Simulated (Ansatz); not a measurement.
MnBr2. Charge 0, multiplicity 6. Geometry B3LYP-D4/def2-TZVP; atoms count from 1.

```tsv
atom	x (Å)	y (Å)	z (Å)
Mn1	0.002	0.001	-0.001
Br2	-0.986	2.101	-0.286
Br3	0.984	-2.101	0.287
```

Q: Estimate the Mulliken populations from the PBE0/def2-TZVP orbitals of Ansatz.

A: 
```csv
atom,charge (e),spin (α − β),d electrons
Mn1,0.80,4.96,5.31
Br2,-0.40,0.02,–
Br3,-0.40,0.02,–
```
Mulliken values and Mayer orders depend strongly on the basis.

Q: Where does the spin sit?

A: Summed by element: Mn 4.96, Br 0.04, of 5 unpaired in all. Largest on single atoms: Mn1 4.96, Br2 0.02, Br3 0.02.

Q: And the Mayer bond orders between bonded heavy atoms (over 0.3)?

A: Mn1–Br2 1.00 (2.34 Å); Mn1–Br3 1.00 (2.34 Å).
